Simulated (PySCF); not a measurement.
Species: C3H10N2Si.
Numbering: `[NH2:1][C@H:2]1[CH2:3][NH:4][SiH2:5][CH2:6]1`

NICS is the negative of the GIAO shielding at a point without a nucleus: at the ring centre (0) and 1 Å above and below it (1); zz is the component along the ring normal. Level: GIAO PBE0/pcSseg-1 (PySCF, non-relativistic, gas phase) on the GFN2-xTB geometry, one conformer.

Ring bond lengths (Å), with Mayer bond orders in brackets: C2–C3 1.532 (1.00), C3–N4 1.446 (0.97), N4–Si5 1.714 (1.02), Si5–C6 1.898 (0.91), C6–C2 1.537 (0.99).

Give the NICS values of each ring in ppm.

```json
{"ring": "C2–C3–N4–Si5–C6", "type": "5-membered ring with N and Si; formal bonds all single", "NICS(0)": "-6.3", "NICS(1), two faces": "-2.5 / -3.8", "NICS(1)zz, two faces": "-1.0 / -2.8", "rms pucker (Å)": "0.17", "centre to ring atoms, mean (Å)": "1.36"}
```

What can be read from them?

- C2–C3–N4–Si5–C6: mean NICS(1)zz -1.9 ppm, near zero. C2, C3, Si5, C6 have four or more neighbours, so the value isn't read as a sign of a π ring current.

What field does 9.4 T along the ring normal induce along that normal at the second NICS(1) probe listed for ring C2–C3–N4–Si5–C6, 1 Å off the ring?

NICSzz × B0 = -2.8 ppm × 9.4 T = -26 μT, against the applied field.
